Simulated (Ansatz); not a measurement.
`C[SiH](F)P` → `C[Si]F` + PH₃ at 400 K and 1 bar (silylene formation by 1,1-elimination).

Gas-phase electronic energies from Ansatz, PBE0-D4/def2-TZVP geometries. CCSD(T)/CBS adds triple-zeta CCSD(T) − MP2 to the extrapolated MP2 energy (def2 sets, frozen cores). This one scheme is used for every species. One conformer a species, not always the lowest.

| species | CCSD(T)/CBS energy (Eh) | H − E (kJ/mol) | S (J/(mol·K)) |
| --- | --- | --- | --- |
| `C[SiH](F)P` | -771.55123 | 206.1 | 373.2 |
| `C[Si]F` | -428.74649 | 120.0 | 307.1 |
| PH₃ | -342.72256 | 77.1 | 221.7 |

H − E and S are ideal-gas, rigid-rotor, harmonic terms from PBE0-D4/def2-TZVP, for one conformer and one mirror image of each species. 1 Eh = 2625.50 kJ/mol, R = 8.31446 J/(mol·K).

Q: By hand: ΔE, ΔH, ΔS and ΔG.

A: ΔE = (-428.74649) + (-342.72256) − (-771.55123) = 0.08218 Eh = 215.8 kJ/mol. Δ(H − E) = 120.0 + 77.1 − 206.1 = -9.0, so ΔH = 206.8 kJ/mol. ΔS = 307.1 + 221.7 − 373.2 = 155.6 J/(mol·K). ΔG = 206.8 − 400 × (155.6)/1000 = 144.6 kJ/mol.

Q: By hand: the equilibrium constant, and the temperature at which ΔG would vanish if ΔH and ΔS stayed fixed.

A: log₁₀ K = −ΔG/(RT ln 10) = -18.9. ΔG = 0 at ΔH/ΔS = 1329 K.

The number of gas molecules changes by +1, which sets the sign of ΔS. A doubt of 5 kJ/mol in ΔE shifts log₁₀ K by 0.7 here. Other conformers and mirror images would add mixing entropy, several J/(mol·K) or more a flexible species. These are equilibria of isolated gas molecules and say nothing of rates. Largest T1 diagnostic: 0.014 (customary marks: 0.02 for closed shells, 0.045 for open ones).
